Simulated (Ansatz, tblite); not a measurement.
Forces on Cs₃H₄ at its r2SCAN-D4/def2-TZVP geometry. The state is a doublet with charge 0.

In the def2 sets Cs takes a core potential; there is no spin–orbit coupling. The xTB rows come from tblite. In the doublet, H4 and H6 lie 0.75 Å apart (atoms count from 1), so H2 has formed as a molecule. The structure comes from a short search, and lower isomers may exist.

GFN1-xTB (tblite), largest force 0.93 eV/Å:

```xyz
7
positions Å, forces eV/Å
Cs    0.123   -2.245    1.620    0.077    0.049   -0.190
Cs   -1.184   -1.179   -2.470    0.201   -0.001    0.082
Cs    1.929    0.696   -0.588   -0.211   -0.052    0.009
H    -0.402    2.792    1.303    0.278    0.824    0.317
H    -0.883   -0.058    0.122   -0.328   -0.102    0.021
H    -0.640    2.125    1.049   -0.134   -0.471   -0.187
H     1.057   -2.132   -1.036    0.116   -0.247   -0.052
```

GFN2-xTB (tblite), largest force 1.10 eV/Å:

```
Cs 0.051 0.046 -0.045
Cs 0.104 0.086 0.006
Cs 0.281 0.066 -0.164
H 0.259 0.993 0.406
H -0.408 -0.008 0.147
H -0.373 -0.790 -0.272
H 0.087 -0.392 -0.078
```

r2SCAN-D4/def2-TZVP (Ansatz), largest force 0.01 eV/Å:

```
Cs 0.001 0.004 -0.007
Cs 0.005 0.003 0.007
Cs -0.001 -0.004 0.000
H 0.006 0.004 -0.002
H -0.001 0.000 0.002
H -0.009 -0.007 -0.001
H -0.001 0.000 0.000
```
